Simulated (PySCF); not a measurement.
## Correlation energy of Br²⁺ (bromine, charge +2)

[Ar] 3d10 4s2 4p2 5s1, high-spin 4P determinant (an excited configuration). All numbers are calculated (PySCF 2.14, a scalar-relativistic core potential, in aug-cc-pVDZ-PP with ECP10MDF (5s4p3d, 32 functions)). Frozen: 3s2 3p6 3d10; 5 electrons correlated.

```tsv
level	correlation energy (mhartree)
CCSD	-74.69
(T)	-1.14
CCSD(T)	-75.83
CCSDT	-76.00
```

Diagnostics: T1 = 0.049, D1 = 0.1558, largest double amplitude 0.089.

The outer electron is Rydberg-like, and this basis confines it to a smaller radius and binds it less than a complete one would. T1 exceeds 0.03, a sign that the reference determinant is poor.

Cost of the coupled-cluster step: about 0.28 core-seconds, for 5 correlated electrons.
